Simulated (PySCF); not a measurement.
C$_{2}$H (SMILES [C]#C), doublet (typed; the unrestricted solution is spin-contaminated), at a GFN2-xTB geometry. Base run: PySCF with HF/cc-pVDZ.

PySCF was given this input:
```python
from pyscf import gto, scf

mol = gto.Mole()
mol.atom = '''
    C    -0.000000   -0.000000   -0.468661
    C     0.000000    0.000000    0.723271
    H    -0.000000   -0.000000   -1.527659
'''
mol.basis = 'cc-pvdz'
mol.charge = 0
mol.spin = 1
mol.verbose = 5
mol.build()

mf = scf.UHF(mol)
mf.kernel()
```

Each row names what was changed in the base input (with any setting that the change needs).

```json
[
 {"change": "base", "E (Eh)": "-76.15613", "HOMO (eV)": "-11.57", "dipole (D)": "0.72", "<S^2>": "1.083", "core-seconds (rough)": "0.3"},
 {"change": "functional = pbe; dispersion = d4", "E (Eh)": "-76.50583", "HOMO (eV)": "-7.15", "dipole (D)": "0.74", "<S^2>": "0.771", "core-seconds (rough)": "2"},
 {"change": "functional = lda,vwn", "E (Eh)": "-75.87221", "HOMO (eV)": "-7.27", "dipole (D)": "0.76", "<S^2>": "0.768", "core-seconds (rough)": "0.9"},
 {"change": "functional = m06", "E (Eh)": "-76.54915", "HOMO (eV)": "-8.52", "dipole (D)": "0.80", "<S^2>": "0.780", "core-seconds (rough)": "2"},
 {"change": "functional = scan", "E (Eh)": "-76.57300", "HOMO (eV)": "-7.44", "dipole (D)": "0.74", "<S^2>": "0.811", "core-seconds (rough)": "3"},
 {"change": "functional = wb97x", "E (Eh)": "-76.58324", "HOMO (eV)": "-10.98", "dipole (D)": "0.77", "<S^2>": "0.779", "core-seconds (rough)": "2"},
 {"change": "functional = wb97x_v", "E (Eh)": "-76.58101", "HOMO (eV)": "-10.96", "dipole (D)": "0.76", "<S^2>": "0.772", "core-seconds (rough)": "30"},
 {"change": "functional = pbe0; dispersion = d3bjm", "E (Eh)": "-76.51289", "HOMO (eV)": "-8.47", "dipole (D)": "0.74", "<S^2>": "0.785", "core-seconds (rough)": "2"},
 {"change": "functional = bp86", "E (Eh)": "-76.60428", "HOMO (eV)": "-7.26", "dipole (D)": "0.76", "<S^2>": "0.769", "core-seconds (rough)": "1"},
 {"change": "functional = pbe", "E (Eh)": "-76.50502", "HOMO (eV)": "-7.15", "dipole (D)": "0.74", "<S^2>": "0.771", "core-seconds (rough)": "2"},
 {"change": "functional = mn15", "E (Eh)": "-76.51410", "HOMO (eV)": "-9.11", "dipole (D)": "0.68", "<S^2>": "0.781", "core-seconds (rough)": "2"},
 {"change": "functional = camb3lyp", "E (Eh)": "-76.56173", "HOMO (eV)": "-9.87", "dipole (D)": "0.74", "<S^2>": "0.776", "core-seconds (rough)": "3"},
 {"change": "functional = o3lyp", "E (Eh)": "-76.58683", "HOMO (eV)": "-7.65", "dipole (D)": "0.71", "<S^2>": "0.777", "core-seconds (rough)": "2"}
]
```

Total energies compare only within one method and basis.

Open shells are given as the SCF converged; they aren't shown to be the lowest states, and a large step between rows can be another state.
